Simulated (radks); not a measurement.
Results of a calculation; reference values are marked as such.
Task: Level of theory: non-relativistic Kohn-Sham, LDA (Slater exchange, VWN5 correlation), spin-polarised, spherical densities, point nucleus (a radial shooting solver on a logarithmic mesh with Libxc functionals). Response by self-consistent Sternheimer equations with the Hartree and adiabatic LDA kernel. Rank Mn7+, Ti4+, Fe8+, Sc3+, K+, Ar, V5+, Ca2+, Cr6+ (NIST ground configurations) by static dipole polarisability, largest first.

Result: Ar 12.00, K+ 5.742, Ca2+ 3.350, Sc3+ 2.170, Ti4+ 1.503, V5+ 1.090, Cr6+ 0.8196, Mn7+ 0.6333, Fe8+ 0.5003 bohr^3.
